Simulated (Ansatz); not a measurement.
`[CH3][GeH2][SH]` and `[CH3][GeH]([F])[SH]` differ in one atom or group.

Ansatz, PBE0-D4/def2-TZVP geometries, multiplicity 1. Each molecule was computed in one conformer, which needn't be the lowest.

Scalar relativity is left out up to krypton.

```tsv
property	`[CH3][GeH2][SH]`
ideal-gas entropy at 298 K and 1 bar (rigid rotor, harmonic PBE0-D4/def2-TZVP) / J/(mol·K)	328
zero-point energy (PBE0-D4/def2-TZVP) / kJ/mol	161.9
HOMO energy (PBE/def2-TZVPP) / eV	-5.90
LUMO energy (PBE0/def2-TZVPP) / eV	0.24
HOMO–LUMO gap (ωB97M-V/def2-TZVPP) / eV	11.39
HOMO–LUMO gap (PBE/def2-TZVPP) / eV	5.24
```

Question: What does the change do to each property? (Best estimate.)

Answer: The calculation gave: 
```
                                                                                  property  `[CH3][GeH]([F])[SH]`  shift
ideal-gas entropy at 298 K and 1 bar (rigid rotor, harmonic PBE0-D4/def2-TZVP) / J/(mol·K)                    348     20
                                            zero-point energy (PBE0-D4/def2-TZVP) / kJ/mol                  148.3  -13.6
                                                         HOMO energy (PBE/def2-TZVPP) / eV                  -6.46  -0.56
                                                        LUMO energy (PBE0/def2-TZVPP) / eV                   0.26   0.02
                                                   HOMO–LUMO gap (ωB97M-V/def2-TZVPP) / eV                  12.09   0.70
                                                       HOMO–LUMO gap (PBE/def2-TZVPP) / eV                   5.72   0.48
```
